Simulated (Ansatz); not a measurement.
`[OH][GaH][SiH2][SeH]`. Total charge 0; spin multiplicity 1.

Cartesian coordinates in Å:
```
O -2.5271 -0.3792 -0.1852
Ga -1.0227 0.3773 0.4251
Si 0.9915 -0.8443 -0.0148
Se 2.3189 0.5502 -1.2704
H -3.3138 0.1552 -0.0565
H -1.1541 1.7924 1.0990
H 0.7867 -2.0218 -0.8958
H 1.7060 -1.2913 1.2131
H 2.2145 1.6615 -0.3144
```

(1) What are the harmonic wavenumbers in cm⁻¹ at PBE0-D4/def2-TZVP (Ansatz, finite differences of forces, unscaled)? (An estimate is asked.)

(2) Is this a minimum?

(3) Give the ideal-gas thermochemistry at 298.15 K and 1 bar (rigid rotor, harmonic oscillator; point group C1, symmetry number 1).

(4) And at 400, 500, 600, 800 and 1000 K?

(5) Rotational constants (cm⁻¹)?

Answers

(1) Ansatz gave: 25, 60, 120, 168, 321, 367, 396, 426, 488, 555, 615, 689, 709, 778, 837, 924, 1945, 2200, 2236, 2436, 3897.

(2) Yes, all 21 modes are real.

(3) Zero-point energy 120.8 kJ/mol; H(298) − E = 144.8 kJ/mol; entropy 394.0 J/(mol·K), of which translation 174.8, rotation 122.0, vibration 97.2; G(298) − E = 27.3 kJ/mol. Modes under 100 cm⁻¹ are hindered rotations or soft bends, so the harmonic entropy is rough.

(4) 
```tsv
T (K)	H − E (kJ/mol)	S (J/mol/K)	G − E (kJ/mol)
400	157.8	431.6	-14.8
500	172.0	463.2	-59.6
600	187.1	490.7	-107.3
800	219.4	537.1	-210.3
1000	253.8	575.4	-321.6
```

(5) 0.1914, 0.02353, 0.0226.
